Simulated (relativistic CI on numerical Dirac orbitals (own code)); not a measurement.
## Cu+: calculation against measurement

Method of calculation: Dirac-Coulomb-Breit CI, orbitals from a KLI potential per configuration, model QED (radiative potential, 1s self-energy scaled to tabulated hydrogen-like ionisation energies), valence Slater integrals scaled by 0.85, configuration energies shifted to the measured levels that pair with them (semi-empirical) (own radial code, finite nucleus).

Configuration list (outside the closed core [Ar]): 3d10, 3d9 4s, 3d9 4p, 3d8 4s2, 3d9 5s, 3d8 4s 4p, 3d9 4d, 3d9 5p, 3d9 4f, 3d9 5d, 3d9 5f, 3d9 5g, 3d8 4s 5s, 3d8 4p2. Levels of other configurations are missing.

| Configuration | Term (tabulated) | J | Measured (cm⁻¹) | Computed | Error | Purity (%) |
| --- | --- | --- | --- | --- | --- | --- |
| 3d10 | 1S | 0 | 0.0 | 0 | 0 | 99 |
| 3d9 4s | 3D | 3 | 21928.8 | 21923 | -6 | 100 |
| 3d9 4s | 3D | 2 | 22847.1 | 22853 | 6 | 92 |
| 3d9 4s | 3D | 1 | 23998.4 | 23927 | -72 | 100 |
| 3d9 4s | 1D | 2 | 26264.6 | 26576 | 311 | 92 |
| 3d9 4p | 3P° | 2 | 66418.7 | 66485 | 66 | 98 |
| 3d9 4p | 3P° | 1 | 67916.6 | 67879 | -37 | 97 |
| 3d9 4p | 3F° † | 3 | 68447.7 | 68676 | 228 | 69 |
| 3d9 4p | 3F° † | 4 | 68730.9 | 68731 | 0 | 99 |
| 3d9 4p | 3P° | 0 | 68850.3 | 68745 | -105 | 99 |
| 3d9 4p | 3F° | 2 | 69868.0 | 69940 | 72 | 90 |
| 3d9 4p | 3D° | 1 | 73102.0 | 72841 | -261 | 95 |
| 3d9 4p | 1P° | 1 | 73595.8 | 74279 | 683 | 96 |

Measured levels from NIST Handbook of Basic Atomic Spectroscopic Data (Sansonetti and Martin, J. Phys. Chem. Ref. Data 34, 1559 (2005)); pairs were made by configuration, J and term (by order where the table uses no LS term), so strongly mixed levels may be paired wrongly.

Mean error by configuration (cm⁻¹): 3d9 4s 60; 3d9 4p 70. Over the excited levels the mean absolute error is 162 cm⁻¹ (12 of the 15 excited levels that our extract of the source holds in range could be paired, and the others can miss by more), and the median relative error of those above 1,000 cm⁻¹ is 0.13 %, both after the shifts were fitted to these levels, so that a configuration with one level shows no error. † marks terms whose computed intervals miss the measured ones by more than a factor of 2.5, or configurations far off the rest, from wrong mixing, a near crossing or a doubtful label or measurement; they are left out of the means.

Transition probabilities of persistent lines. The last column rescales the computed rate by the cube of measured over computed energy:

```
λ measured (Å)        Lower         Upper  A tabulated (s⁻¹)  A computed  A rescaled
1358.77 vacuum    3d10 1S_0  3d9 4p 1P°_1           3.17e+08    4.91e+08    4.78e+08
1367.95 vacuum    3d10 1S_0  3d9 4p 3D°_1           2.13e+08    8.70e+06    8.79e+06
   2135.98 air  3d9 4s 3D_3  3d9 4p 3F°_4           3.33e+08    4.63e+08    4.63e+08
   2192.27 air  3d9 4s 3D_2  3d9 4p 3F°_3           2.54e+08    3.20e+08    3.15e+08
   2247.00 air  3d9 4s 3D_3  3d9 4p 3P°_2           3.27e+08    3.78e+08    3.76e+08
```

Configurations whose levels could be paired with our table of measured levels were shifted onto them, all but the ground configuration, by the median error of their levels; single terms can still be off by 1,000 to 2,000 cm⁻¹ or more, and rates follow the energies as ν³ (E1, M1) or ν⁵ (E2). The others borrow a shift and can be off by several thousand cm⁻¹ or more. The fine structure of a lone outer electron comes out too small, for d and f at times inverted, and misplaced configurations move strength between like terms. 12 of the 15 excited levels that our extract of the measured tables holds in this range could be paired (the sources list more); they are missed by 154 cm⁻¹ on average and 683 at most, after the shifts were fitted to these levels, and levels without a partner can miss by more.

Shifts applied (cm⁻¹): 3d10 0; 3d9 4s 10321; 3d9 4p 12841.
